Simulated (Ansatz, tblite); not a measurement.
Removing and adding an electron: `c1sc(-c2sc(-c3sc(-c4scc5c4OCCO5)c4c3OCCO4)c3c2OCCO3)c2c1OCCO2`. Total charge 0; singlet. Geometry: PBE-D4/def2-SVP. Ansatz, gas phase; energy differences of separate SCF runs; the oxidised species was run as a doublet alone; the reduced species was run as a doublet alone.

```xyz
54

C    -5.003   -4.643   -1.337
S    -4.410   -3.139   -0.711
C    -2.731   -3.600   -0.949
C    -1.657   -2.710   -0.589
S    -1.811   -0.973   -0.824
C    -0.217   -0.654   -0.151
C     0.309    0.670    0.002
S     1.882    0.992    0.721
C     1.720    2.730    0.507
C     2.759    3.631    0.935
S     4.459    3.236    0.735
C     4.980    4.724    1.457
C     3.899    5.505    1.820
C     2.635    4.884    1.534
O     1.444    5.456    1.873
C     1.575    6.854    2.125
C     2.770    7.136    3.028
O     3.993    6.736    2.407
C     0.493    3.031   -0.082
C    -0.298    1.876   -0.353
O    -1.534    1.942   -0.931
C    -1.771    3.204   -1.562
C    -1.317    4.351   -0.667
O     0.088    4.289   -0.423
C     0.391   -1.860    0.201
C    -0.416   -3.013   -0.032
O    -0.012   -4.268    0.320
C     1.398   -4.337    0.533
C     1.882   -3.180    1.398
O     1.641   -1.927    0.751
C    -2.668   -4.885   -1.483
C    -3.961   -5.478   -1.692
O    -4.116   -6.736   -2.204
C    -2.927   -7.218   -2.834
C    -1.696   -6.923   -1.987
O    -1.510   -5.516   -1.830
H    -6.076   -4.844   -1.420
H     6.042    4.955    1.587
H     1.691    7.404    1.162
H     0.634    7.180    2.609
H     2.641    6.597    3.996
H     2.859    8.220    3.236
H    -2.859    3.261   -1.759
H    -1.227    3.247   -2.534
H    -1.872    4.317    0.300
H    -1.512    5.326   -1.154
H     1.931   -4.324   -0.447
H     1.597   -5.306    1.031
H     1.361   -3.202    2.383
H     2.974   -3.242    1.570
H    -3.060   -8.310   -2.968
H    -2.811   -6.747   -3.838
H    -1.798   -7.406   -0.987
H    -0.781   -7.312   -2.476
```

The xTB rows come from tblite. Single mean-field runs in def2-SVP are fitted with def2-universal-jkfit.

Estimate orbital energies and vertical ionisation energies and electron affinities at: GFN1-xTB; GFN2-xTB; PBE-D4/def2-SVP; BLYP-D4/def2-SVP; PBE0-D4/def2-SVP.


```csv
level,−HOMO (eV),vertical IE (eV),−LUMO (eV),vertical EA (eV),HOMO–LUMO gap (eV),IE − EA (eV),remarks
GFN1-xTB,9.80,11.47,7.94,6.26,1.85,5.21,–
GFN2-xTB,9.31,10.94,7.54,5.93,1.77,5.00,–
PBE-D4/def2-SVP,3.85,5.48,1.89,0.37,1.96,5.11,HOMO above zero (-1 doublet)
BLYP-D4/def2-SVP,3.61,5.30,1.67,0.20,1.95,5.10,HOMO above zero (-1 doublet)
PBE0-D4/def2-SVP,4.75,5.85,1.41,0.39,3.34,5.45,HOMO above zero (-1 doublet)
```

Relaxing the oxidised species (PBE-D4/def2-SVP) changes its energy by -0.16 eV at PBE-D4/def2-SVP, so the adiabatic ionisation energy to this nearest minimum is 5.32 eV. At PBE0-D4/def2-SVP it is 5.66 eV.  Relaxing the reduced species (PBE-D4/def2-SVP) changes its energy by -0.17 eV at PBE-D4/def2-SVP, so the adiabatic electron affinity to this nearest minimum is 0.54 eV. At PBE0-D4/def2-SVP it is 0.44 eV. The highest occupied level of the relaxed charge -1 doublet lies above zero (up to 0.90 eV). By energy differences its removal costs 0.54 eV (each at its own geometry, to the charge 0 singlet, at PBE-D4/def2-SVP); self-interaction error and the lack of diffuse functions both raise the level.     A HOMO above zero means that the electron is unbound at that level or that self-interaction error raises the level; the energy of removing that electron tells which. Raw xTB energy differences between charge states are shifted by several eV; the methods need an empirical correction for them. Sets without diffuse functions give affinities that are too small.
